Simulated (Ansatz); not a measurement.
`CB[SiH](F)F` + `[OH][Zr]([OH])([Cl])[c]1ccccc1` → `C[O][Zr]([OH])([Cl])[c]1ccccc1` + `B[SiH](F)F`  (substitution at a C–B bond)

Computed with Ansatz on PBE0-D4/def2-TZVP structures; ΔE is electronic, products minus reactants. CBS: MP2 limit from def2 TZ/QZ plus the TZ coupled-cluster correction, frozen cores. DFT in def2-TZVPP. B3LYP here is the variant with VWN-RPA as its local correlation; programs differ in this. Elements past krypton have def2 core potentials. For Zr outer-core shells are correlated without core-valence functions, which leaves a few kJ/mol of doubt a bond. Each species was taken in one conformer, which may not be the lowest.

```csv
level,ΔE (kcal/mol)
PBE0-D4,24.4
B3LYP-D4,22.6
HF/def2-TZVPP,19.3
HF/def2-QZVPP,19.2
```

Problem. What does CCSD(T)/CBS give? (An estimate is asked.)

Solution. The calculation gave: +23.5 kcal/mol. The listed levels differ from it by 0.9, -0.9, -4.2, -4.3 kcal/mol.

Largest T1 diagnostic among the species: 0.015.

In def2-TZVPP, CCSD(T) changes the Hartree–Fock value by +2.7 kcal/mol (the triples alone add +0.1 kcal/mol) and MP2 by +3.9 kcal/mol.
